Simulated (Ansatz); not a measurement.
A run for Ansatz (a first-principles code): R-wB97X-V/def2-TZVPPD on CH8GeO (a complex). Files ending in .json are basis or fitting sets from the Basis Set Exchange.

Ansatz 0.2 input:
```yaml
crystal:
  periodic: [false, false, false]
  atoms:
    - {symbol: C, position_ang: [-0.44998375, 0.17170259, 0.48867825]}
    - {symbol: O, position_ang: [0.79079455, 0.28184996, 1.17473437]}
    - {symbol: H, position_ang: [-1.25318139, 0.70804204, 1.00507366]}
    - {symbol: H, position_ang: [-0.70256932, -0.88704816, 0.46579180]}
    - {symbol: H, position_ang: [-0.38136734, 0.53591060, -0.54148981]}
    - {symbol: H, position_ang: [1.04205003, 1.21009986, 1.21463627]}
    - {symbol: Ge, position_ang: [0.01376515, -0.10181531, 4.25117321]}
    - {symbol: H, position_ang: [-0.53024978, -1.29615433, 3.45848395]}
    - {symbol: H, position_ang: [-0.57921343, 1.20604289, 3.70303049]}
    - {symbol: H, position_ang: [1.54466688, -0.05659576, 4.18729732]}
    - {symbol: H, position_ang: [-0.42024868, -0.24311245, 5.72379949]}
basis:
  gaussian:
    orbitals: def2-TZVPPD.json
hamiltonian:
  xc: {name: wB97X-V}
scf: {lower_state_search: off}
```

Q: What total energy does the run end on?

A: -2194.9354 hartree.

Q: How many basis functions does it have, and what does it roughly cost on one machine?

A: 267 functions; roughly 12 core-seconds.
